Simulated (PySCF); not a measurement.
## Distorted geometries of CeF4(NH3)

CeF4(NH3) (singlet). PySCF 2.14.0, RKS TPSS, Ce lcecp-2-SVP with ECP46, F def2-SVP, N def2-SVP, H def2-SVP; non-relativistic Hamiltonian with scalar-relativistic core potentials where named; density fitting; no spin-orbit coupling. Relaxed geometry:

```xyz
9

Ce    0.3321   -0.0692    0.0000
F     0.6470   -1.1282    1.7471
F     0.6470   -1.1282   -1.7471
F     1.9004    1.2740    0.0000
F    -1.3244    1.1680    0.0000
N    -1.6864   -1.8237    0.0000
H    -2.2997   -1.7313    0.8205
H    -2.2997   -1.7313   -0.8205
H    -1.3648   -2.8006    0.0000
```

Task: Order these distorted geometries by energy above the relaxed one, lowest first.
A.
```xyz
9

Ce    0.2139   -0.1794   -0.2133
F     0.7595   -1.0597    1.7641
F     0.5919   -1.0772   -1.6300
F     1.8668    1.2250    0.0228
F    -1.2942    1.3047   -0.0720
N    -1.7284   -1.8191    0.1628
H    -2.1651   -1.7876    0.8925
H    -2.3431   -1.6795   -0.9315
H    -1.3500   -2.8978    0.0048
```
B.
```xyz
9

Ce    0.1033   -0.0804   -0.1271
F     0.7421   -1.2430    1.8418
F     0.6174   -1.1630   -1.6902
F     1.9849    1.4469    0.1204
F    -1.4696    1.2410   -0.0758
N    -1.6097   -1.8968    0.2751
H    -2.3644   -1.6462    0.6653
H    -2.2523   -1.8548   -1.1722
H    -1.2002   -2.7744    0.1628
```
C.
```xyz
9

Ce    0.3188    0.0544   -0.2030
F     0.7353   -1.1522    1.6883
F     0.6424   -1.1897   -1.8962
F     1.9353    1.1517    0.2733
F    -1.5583    1.1621    0.2395
N    -1.7347   -1.9950    0.0440
H    -2.2288   -1.5929    0.7485
H    -2.1312   -1.4969   -0.8652
H    -1.4273   -2.9122   -0.0292
```

Result: C (1.82 eV), A (4.94 eV), B (5.16 eV).

Task: Which forces (eV/Å) act in the one that lies 5.16 eV up?

Result: 
```
Ce   4.19  2.10  5.52
F   -1.10  1.59 -2.82
F    0.28 -1.08 -1.86
F   -2.94 -2.29 -0.50
F   -0.16 -0.18 -0.22
N    5.82  1.35 -9.92
H   -8.07  1.31  4.97
H    1.85 -0.16  4.11
H    0.14 -2.64  0.73
```
Forces carry noise of the integration grid, about 0.01 to 0.03 eV/Å.

No frequency check is given that shows the relaxed geometry to be a minimum.
